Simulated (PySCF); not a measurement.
trans-ethylamine (C$_{2}$H$_{7}$N), singlet, geometry from GFN2-xTB, with bond 8-2 at 1.8 times its length; CASSCF(2,2)/6-31G* (PySCF).

Here is a job for PySCF.
```python
from pyscf import gto, scf, mcscf
import numpy

mol = gto.M(
    atom='''
C     1.213476   -0.334892   -0.000539
C    -0.015114    0.579597   -0.000651
N    -1.290446   -0.114699    0.001112
H     2.125830    0.255879   -0.001908
H     1.214788   -0.970561    0.883829
H     1.213446   -0.972580   -0.883454
H     0.006256    1.221171   -0.885941
H     0.025771    1.738067    1.590169
H    -1.361863   -0.710282    0.820130
H    -1.363106   -0.712151   -0.816435
''',
    basis='6-31g*',
    charge=0,
    spin=0,
    verbose=4,
)

mf = scf.RHF(mol)
mf.kernel()
mc = mcscf.CASSCF(mf, 2, 2)
mc.fix_spin_(ss=0.0)
mc.kernel()
occ = numpy.linalg.eigvalsh(mc.fcisolver.make_rdm1(mc.ci, mc.ncas, mc.nelecas))[::-1]
ss = mc.fcisolver.spin_square(mc.ci, mc.ncas, mc.nelecas)[0]
print('natural occupations', occ.round(4), ' <S^2>', round(ss, 4))
```

It wrote (shortened):

```
PySCF version 2.14.0

[INPUT] verbose = 4
[INPUT] num. atoms = 10
[INPUT] num. electrons = 26
[INPUT] charge = 0
[INPUT] spin (= nelec alpha-beta = 2S) = 0
[INPUT] symmetry False subgroup None
[INPUT] Mole.unit = angstrom
[INPUT] Symbol           X                Y                Z      unit          X                Y                Z       unit  Magmom
[...]
nuclear repulsion = 80.711412646131
number of shells = 32
number of NR pGTOs = 109
number of NR cGTOs = 56
basis = 6-31g*
ecp = {}

******** <class 'pyscf.scf.hf.RHF'> ********
method = RHF
initial guess = minao
damping factor = 0
level_shift factor = 0
DIIS = <class 'pyscf.scf.diis.CDIIS'>
diis_start_cycle = 1
diis_space = 8
diis_damp = 0
SCF conv_tol = 1e-09
SCF conv_tol_grad = None
SCF max_cycles = 50
direct_scf = True
direct_scf_tol = 1e-13
Set gradient conv threshold to 3.16228e-05
Initial guess from minao.
init E= -134.147042452554
[...]
cycle= 1 E= -134.057795057183  delta_E= 0.0892  |g|= 0.374  |ddm|= 2.46
[...]
cycle= 2 E= -134.097679966961  delta_E= -0.0399  |g|= 0.158  |ddm|= 0.427
[...]
cycle= 3 E= -134.104503644807  delta_E= -0.00682  |g|= 0.0537  |ddm|= 0.154
[...]
cycle= 4 E= -134.105494483715  delta_E= -0.000991  |g|= 0.00744  |ddm|= 0.064
[...]
cycle= 5 E= -134.105531950276  delta_E= -3.75e-05  |g|= 0.00256  |ddm|= 0.0164
[...]
cycle= 6 E= -134.105536647739  delta_E= -4.7e-06  |g|= 0.000928  |ddm|= 0.00677
[...]
cycle= 7 E= -134.105537125999  delta_E= -4.78e-07  |g|= 0.000265  |ddm|= 0.00183
[...]
cycle= 8 E= -134.105537181441  delta_E= -5.54e-08  |g|= 6.55e-05  |ddm|= 0.000694
[...]
cycle= 9 E= -134.105537185504  delta_E= -4.06e-09  |g|= 1.71e-05  |ddm|= 0.000188
[...]
cycle= 10 E= -134.105537185821  delta_E= -3.17e-10  |g|= 6.2e-06  |ddm|= 5.28e-05
[...]
Extra cycle  E= -134.105537185848  delta_E= -2.75e-11  |g|= 2.85e-06  |ddm|= 1.15e-05
converged SCF energy = -134.105537185848

******** <class 'pyscf.mcscf.mc1step.CASSCF'> ********
CAS (1e+1e, 2o), ncore = 12, nvir = 42
max_cycle_macro = 50
max_cycle_micro = 4
conv_tol = 1e-07
conv_tol_grad = None
orbital rotation max_stepsize = 0.02
orbital rotation threshold for CI restart = 0.01
augmented hessian ah_max_cycle = 30
augmented hessian ah_conv_tol = 1e-12
augmented hessian ah_linear dependence = 1e-14
augmented hessian ah_level shift = 1e-08
augmented hessian ah_start_tol = 2.5
augmented hessian ah_start_cycle = 3
augmented hessian ah_grad_trust_region = 3
kf_trust_region = 3
kf_interval = 4
ci_response_space = 4
ci_grad_trust_region = 3
with_dep4 0
natorb = False
canonicalization = True
sorting_mo_energy = False
ao2mo_level = 2
internal_rotation = False
******** <class 'pyscf.fci.addons.SpinPenaltyFCISolver'> ********
max. cycles = 50
conv_tol = 1e-08
davidson only = True
linear dependence = 1e-12
level shift = 0.001
max iter space = 12
nroots = 1
pspace_size = 400
spin = None
CASCI E = -134.131804414962  S^2 = 0.0000000
Set conv_tol_grad to 0.000316228
macro iter   1 ( 21 JK    4 micro), CASSCF E = -134.152890826646  dE = -2.10864117e-02  S^2 = 0.0000000
               |grad[o]|=0.0576  |grad[c]|=0.0506  |ddm|=0.0243  |maxRot[o]|=0.137
macro iter   2 ( 16 JK    4 micro), CASSCF E = -134.157183646500  dE = -4.29281985e-03  S^2 = 0.0000000
               |grad[o]|=0.027  |grad[c]|=0.0077  |ddm|=0.0306  |maxRot[o]|=0.139
macro iter   3 ( 10 JK    3 micro), CASSCF E = -134.157372897404  dE = -1.89250904e-04  S^2 = 0.0000000
               |grad[o]|=0.00566  |grad[c]|=0.000679  |ddm|=0.000958  |maxRot[o]|=0.0338
macro iter   4 (  5 JK    2 micro), CASSCF E = -134.157373592959  dE = -6.95554974e-07  S^2 = 0.0000000
               |grad[o]|=0.000385  |grad[c]|=3.69e-06  |ddm|=4.82e-05  |maxRot[o]|=0.00209
macro iter   5 (  1 JK    1 micro), CASSCF E = -134.157373592959  dE =  0.00000000e+00  S^2 = 0.0000000
               |grad[o]|=2.58e-05  |grad[c]|=4.49e-08  |ddm|=    0  |maxRot[o]|=    0
1-step CASSCF converged in   5 macro ( 53 JK  14 micro) steps
CASSCF canonicalization
Density matrix diagonal elements [1.80341874 0.19658126]
CASSCF energy = -134.157373592959
CASCI E = -134.157373592959  E(CI) = -1.27320925722094  S^2 = 0.0000000
natural occupations [1.8057 0.1943]  <S^2> 0.0
```
